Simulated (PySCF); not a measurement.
[CrCl6]2- holds Cr(IV), d2, at total charge -2. The structure is a model geometry with rigid ligands and bond lengths from ionic radii and axial bond length changed to 0.95 of its base value, not a minimum; coordination octahedral, point group D4h, metal–donor distances 2.15–2.26 Å.

The d shell alone is too small an active space for [CrCl6]2- (an active orbital has only 0.63 squared overlap with the free ion's shell): its levels, fitted parameters, g values and moments show what this model gives and aren't sound predictions.

```
7

Cr    0.0000    0.0000    0.0000
Cl    0.0000    0.0000    2.1470
Cl    0.0000    0.0000   -2.1470
Cl    2.2600    0.0000    0.0000
Cl   -2.2600    0.0000    0.0000
Cl    0.0000    2.2600    0.0000
Cl    0.0000   -2.2600    0.0000
```

Method (PySCF 2.14, density fitting): CASSCF(2,5) with orbitals averaged over all microstates of the shell, strongly contracted NEVPT2 on the averaged canonical orbitals; basis x2c-TZVPall on the metal, x2c-SVPall elsewhere; spin-free X2C; IEF-PCM water; spin-orbit coupling by state interaction with the mean-field operator over all roots.

What is the ground state?

3Eg (from 3T1g) (S = 1, orbital degeneracy 2), with 2.0 electrons in the lower (t2g-type) set and 0.0 in the upper (eg-type) set, by NEVPT2.

Where do the spin-allowed transitions within the shell lie?

By NEVPT2: 3A2g (from 3T1g) at 1214 cm⁻¹; 3Eg (from 3T2g) at 24225 cm⁻¹ (413 nm); 3B2g (from 3T2g) at 26692 cm⁻¹ (375 nm); 3A2g (from 3T1g) at 29900 cm⁻¹ (334 nm); 3Eg (from 3T1g) at 34222 cm⁻¹ (292 nm); 3B1g (from 3A2g) at 50002 cm⁻¹. All are electric-dipole forbidden at this geometry.

Which is the lowest state of another spin?

1A1g (from 1Eg) at 11656 cm⁻¹ by NEVPT2; CASSCF alone puts it at 14108 cm⁻¹ above the same ground state.

What ligand-field parameters describe the result?

At CASSCF level (the NEVPT2 levels don't fit a ligand-field model well): orbital energies 0, 797, 797, 17511, 21877 cm⁻¹; 10Dq = 19163 cm⁻¹ (difference of the means of the two sets); B = 854 cm⁻¹; C = 3523 cm⁻¹; B over its free-ion value at the same level 0.678; the fit misses the states by 1007 cm⁻¹ rms, so splittings below that are unsure; ζ = 221 cm⁻¹ (free ion 319).

What are the magnetic parameters?

Degenerate or low-lying orbital states mix with the ground state, so no spin-only Hamiltonian applies. The lowest spin-orbit level is 1-fold; the next lies at 3.1 cm⁻¹. The two lowest states form a pseudo-doublet split by 3.090 cm⁻¹ with g_z = 1.49. μeff is 2.55 μB at 300 K and 0.92 μB at 10 K; the spin-only value is 2.83 μB.

The geometry is a model, and the complex may not exist in this form. Charge-transfer states lie outside this active space and may come lower than some of these levels. The ground state is orbitally degenerate in this regular structure, which would distort (Jahn–Teller), so its moment is that of the undistorted model. NEVPT2 lifts 3Eg (from 3T2g) from 17367 to 24225 cm⁻¹; on the d shell alone it tends to overshoot states that fill the eg-type orbitals. NEVPT2 on the d shell alone tends to put d–d bands too high for such charged or covalently bound ions.

The job took 15 s on one thread of Arm Neoverse V1 (shared host), with 156 basis functions, launched as `OMP_NUM_THREADS=1 python lf_run.py task.json out`.
